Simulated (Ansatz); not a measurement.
Geometry optimisation, RKS PBE0-D4/def2-SVP in Ansatz 0.2.0.

Input:

```yaml
crystal:
  periodic: [false, false, false]
  atoms:
    - { symbol: In, position_ang: [-2.145932, 0.108841, -0.415536] }
    - { symbol: "N", position_ang: [-0.177717, -0.695373, -0.363117] }
    - { symbol: C, position_ang: [0.736438, -0.663138, 0.74793] }
    - { symbol: H, position_ang: [-0.960427, 1.43031, -0.824179] }
    - { symbol: Cl, position_ang: [-0.722334, 2.715568, -1.160306] }
    - { symbol: H, position_ang: [0.299749, -0.914677, -1.236817] }
    - { symbol: H, position_ang: [1.2417, -1.634423, 0.915522] }
    - { symbol: H, position_ang: [1.535886, 0.096589, 0.65412] }
    - { symbol: H, position_ang: [0.192638, -0.443597, 1.682484] }
basis:
  gaussian: { orbitals: def2-SVP }
hamiltonian:
  xc: pbe0
  dispersion: d4
relax:
  f_tol: 0.03
  max_steps: 50
```

Run as:

```bash
$ ansatz run input.yaml --threads 2 --pin off --max-ram 3072MiB --backend cpu --events-out ev --progress --plain --runs-dir out
```

Q: Where does it end, and by what steps?

A: It converged. The force dipped under the threshold on the way, but the program's further checks kept it going. After 27 steps the energy has fallen by 3.072 eV; H4 moved furthest, 1.44 Å. Parted: In1–H4 (1.82 → 2.83 Å), H4–Cl5 (1.35 → 2.57 Å). Joined: N2–H4 (2.31 → 1.02 Å).

```csv
step,energy less start (eV),largest force component (eV/Å),accepted
0,0.0000,2.028,yes
1,-0.6075,1.085,yes
2,-0.9072,0.834,yes
3,-1.0911,0.755,yes
4,-1.2654,0.652,yes
5,-1.4452,1.207,yes
6,-1.7915,1.599,yes
7,-2.0319,4.479,yes
8,-2.6139,0.822,yes
9,-2.8771,0.751,yes
10,-2.9859,0.328,yes
11,-3.0206,0.272,yes
12,-3.0335,0.467,yes
13,-3.0471,0.186,yes
14,-3.0527,0.297,yes
15,-3.0608,0.059,yes
16,-3.0627,0.132,yes
17,-3.0637,0.095,yes
18,-3.0646,0.058,yes
19,-3.0650,0.043,yes
20,-3.0655,0.042,yes
21,-3.0660,0.077,yes
22,-3.0669,0.052,yes
23,-3.0687,0.093,yes
24,-3.0693,0.157,yes
25,-3.0710,0.089,yes
26,-3.0717,0.021,yes
27,-3.0721,0.013,yes
```

```xyz
9
Properties=species:S:1:pos:R:3
In -2.460 -0.002 -0.599
N 0.117 -0.277 -0.664
C 0.676 -0.424 0.673
H 0.259 0.681 -0.992
Cl -1.572 2.309 -0.207
H 0.553 -0.916 -1.328
H 0.407 -1.404 1.094
H 1.775 -0.325 0.709
H 0.246 0.358 1.315
```

Whether the end is a true minimum wasn't checked by a vibrational analysis.

The run took 2.4 min on 2 threads of Arm Neoverse N1, with other jobs on the host, peak memory 0.22 GiB.
